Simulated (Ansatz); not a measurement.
Species: ethyl(dimethoxy)borane, C4H11BO2, net charge 0, singlet state. SMILES: CCB(OC)OC
Structure (B3LYP-D3(BJ)/def2-TZVP (Ansatz, an electronic-structure program) minimum search):
```xyz
18

C      0.8405     2.6236    -0.0699
C     -0.2267     1.7288     0.5634
B     -0.1774     0.1998     0.1706
O     -1.2598    -0.5491     0.5478
C     -1.4070    -1.9584     0.5458
O      0.9307    -0.2420    -0.4960
C      1.1629    -1.5009    -1.1041
H      0.7663     2.6171    -1.1593
H      1.8447     2.2793     0.1821
H      0.7474     3.6596     0.2631
H     -0.1608     1.7879     1.6573
H     -1.2289     2.1062     0.3327
H     -1.6511    -2.3324    -0.4508
H     -2.2323    -2.1997     1.2153
H     -0.5102    -2.4644     0.9073
H      1.9896    -1.3756    -1.8028
H      0.2915    -1.8533    -1.6582
H      1.4458    -2.2535    -0.3654
```
Charge 0, spin multiplicity 1.

Parts of the frozen-core correlation energy in aug-cc-pVTZ (Ansatz, hartree). Frozen orbitals: 7; correlated occupied orbitals by spin: 21 and 21; virtual: 547 and 547. Spin-orbit coupling is left out. No relativistic terms.

```json
[
 {"term": "reference (HF)", "value": "-332.50116"},
 {"term": "MP2 opposite-spin", "value": "-0.99466"},
 {"term": "MP2 same-spin", "value": "-0.30040"},
 {"term": "CCSD correlation", "value": "-1.35000"},
 {"term": "(T)", "value": "-0.05332"},
 {"term": "T1 diagnostic", "value": "0.012"},
 {"term": "largest doubles amplitude", "value": "0.005"}
]
```
